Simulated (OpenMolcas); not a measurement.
# Cu7+, Ag7+, Au7+: d⁴ down the group

* Program: OpenMolcas 26.06
* Method: CASSCF
* Basis: ANO-RCC-VQZP
* Scalar Hamiltonian: DKH2, point nucleus
* Spin-orbit coupling: RASSI with atomic mean-field integrals over the reference wave functions, term energies averaged over their components

Active space for each ion: 4 electrons in 5 orbitals (d).

Computed levels in cm-1 above ⁵D₀:

```
                               Level   Cu7+   Ag7+   Au7+
                                 ⁵D₁    370   1092   8557
                                 ⁵D₂   1068   2778  15361
                                 ⁵D₃   2041   4758  20216
                                 ⁵D₄   3235   6892  22609
                                 ³H₄  37135  26410  33778
                                 ³H₅  37945  28874  41972
                                 ³H₆  38777  30629  45404
                              ³P₁(1)  40826  30143  43291
                              ³F₂(1)  43007  31958  41026
weight of ⁵D in the lowest level (%)     99     95     59
```

Mixed levels, with the weight of the term that names them: Au7+ ⁵D₀ (59 %), Au7+ ⁵D₄ (54 %), Au7+ ³H₄ (54 %), Au7+ ³H₆ (69 %), Au7+ ³P₁(1) (72 %), Au7+ ³F₂(1) (61 %).

Measured, with the error of the calculation in %. Measured levels: Ag7+ from Atoms 5, 11 (2017), spectra Ag VII to Ag IX.

```json
{"Level": "⁵D₁", "Ag7+": "1340 (-18.5)"}
{"Level": "⁵D₂", "Ag7+": "3212 (-13.5)"}
{"Level": "⁵D₃", "Ag7+": "5292 (-10.1)"}
{"Level": "⁵D₄", "Ag7+": "7443 (-7.4)"}
{"Level": "³H₄", "Ag7+": "23302 (+13.3)"}
{"Level": "³H₅", "Ag7+": "26250 (+10.0)"}
{"Level": "³H₆", "Ag7+": "28185 (+8.7)"}
{"Level": "³P₁(1)", "Ag7+": "26526 (+13.6)"}
{"Level": "³F₂(1)", "Ag7+": "28051 (+13.9)"}
```

The fine-structure level ⁵D₄ changes by a factor of 6.99 from Cu7+ to Au7+.

Without spin-orbit coupling ³H lies 36165, 24916, 22396 cm-1 above ⁵D in that order; the difference to the level ³H₄, of either sign, comes from spin-orbit coupling, which also lowers the zero.

Without dynamic correlation excited terms often stand tens of per cent too high (terms of higher spin than the ground term too low), and those without a measured partner can miss by more than the paired ones. Computed and measured levels are paired by configuration, term and J; levels that our copy of the source lacks, or whose pairing is in doubt (as where it misses far off the trend of its configuration), stay unpaired and out of the deviations. Only configurations of the active space appear.

A number in round brackets counts repeated terms of one configuration in the order of the reference energies.
